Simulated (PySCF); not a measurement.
C5H15ClSi2: core ionisation energies

C5H15ClSi2.
SMILES with atom numbers: `[CH3:1][Si:2]([CH3:3])([CH3:4])[Si:5]([CH3:6])([CH3:7])[Cl:8]`

The calculation used PySCF 2.14.0, delta-SCF UKS SCAN, pcX-2 on the ionised atom, pcseg-1 elsewhere, spin-free X2C. Each binding energy is the total energy of the core-ionised species, with the hole localised on one atom, minus that of the ground state; both are solved self-consistently, so orbital relaxation is included.

Q: List the computed XPS lines with their assignment.

A: 
| atom(s) | bonded to | level | binding energy (eV) | 2p1/2 (eV) | above the level's lowest (eV) | count |
| --- | --- | --- | --- | --- | --- | --- |
| Cl8 | Si | Cl 1s | 2827.62 | – | 0.00 | 1 |
| Si5 | Cl, 2 C and Si | Si 1s | 1846.32 | – | +0.91 | 1 |
| Si2 | 3 C and Si | Si 1s | 1845.41 | – | 0.00 | 1 |
| C6/C7 | 3 H and Si | C 1s | 290.09 | – | +0.26 | 2 |
| C1/C3/C4 | 3 H and Si | C 1s | 289.83 | – | 0.00 | 3 |
| Cl8 | Si | Cl 2p3/2 | 205.05 | 206.70 | 0.00 | 1 |
| Si5 | Cl, 2 C and Si | Si 2p3/2 | 106.50 | 107.13 | +0.85 | 1 |
| Si2 | 3 C and Si | Si 2p3/2 | 105.65 | 106.28 | 0.00 | 1 |

The listed C 1s values span 0.26 eV, from C1/C3/C4 (bonded to 3 H and Si) to C6/C7 (bonded to 3 H and Si).

Lowest listed Si 1s: Si2, bonded to 3 C and Si. Highest, 0.91 eV above it: Si5, bonded to Cl, 2 C and Si.

The listed Si 2p3/2 values span 0.85 eV, from Si2 (bonded to 3 C and Si) to Si5 (bonded to Cl, 2 C and Si). Summing the Pauling electronegativity differences to the bonded atoms, each weighted by its formal bond order, gives +1.95 for the lowest site and +2.56 for the highest.

Q: Which photon wavelength matches the C 1s of C1/C3/C4 threshold?

A: λ = hc/E = 12398.42 eV Å / 289.83 eV = 42.778 Å.

Q: Express the binding energy of C 1s of C1/C3/C4 in atomic units and per mole.

A: 289.83 eV = 10.6511 Eh = 27964 kJ/mol.

Topologically equivalent atoms share the value of their first member; where this conformer doesn't relate them by symmetry, their own values could differ. The 2p values add to the ΔSCF energy of one spin-free hole a correction within the shell (spin–orbit coupling, ligand field). 2p1/2 minus 2p3/2 (ligand field included): Si 0.63 eV (mean over sites), Cl 1.65 eV. Isolated species at its PBE0-D3(BJ)/def2-SVP geometry, gas phase.

Conformer computed: `[CH3:1][Si:2]([CH3:3])([CH3:4])[Si:5]([CH3:6])([CH3:7])[Cl:8]`: C1–Si2–Si5–C6 -175°.
